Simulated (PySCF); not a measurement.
## Debugging a PySCF script (SbF)

```python
from pyscf import gto, dft

mol = gto.M(
    atom='Sb 0 0 0; F 0 0 1.782',
    basis='lanl2dz',
    ecp={'Sb': 'lanl2dz'},
    charge=0,
    spin=2,
    verbose=3,
)
mf = dft.ROKS(mol, xc='tpssh')
mf.max_cycle = 1
mf.kernel()
g = mf.nuc_grad_method()
g.grid_response = True
g.kernel()
mf.dip_moment()
print('orbital energies (hartree):', mf.mo_energy[..., max(0, mol.nelec[1]-3):mol.nelec[0]+3].round(4))
```

```bash
$ OMP_NUM_THREADS=1 python input.py
```

The log, shortened:

```
SCF not converged.
SCF energy = -105.090304386635
--------------- ROKS gradients ---------------
         x                y                z
0 Sb    -0.0000000000    -0.0000000000     0.0367077903
1 F     0.0000000000     0.0000000000    -0.0367077903
----------------------------------------------
Dipole moment(X, Y, Z, Debye): -0.00000,  0.00000, -4.46526
orbital energies (hartree): [-0.4688 -0.4688 -0.2324 -0.0237 -0.0237  0.0576  0.3956  0.3956]
```

Q: Which setting is at fault, why, and what does a mended input give?

A: The cycle limit (1): the limit is below the number of cycles that the SCF needs. With this edit
```diff
- mf.max_cycle = 1
```
the run finishes: E(SCF) = -105.233076 Eh, μz(SCF) = -2.34 D, gradient on the second atom -0.1109 Eh/bohr.

The bond length is a typed value, not an optimised one. No search for the lowest solution was made.
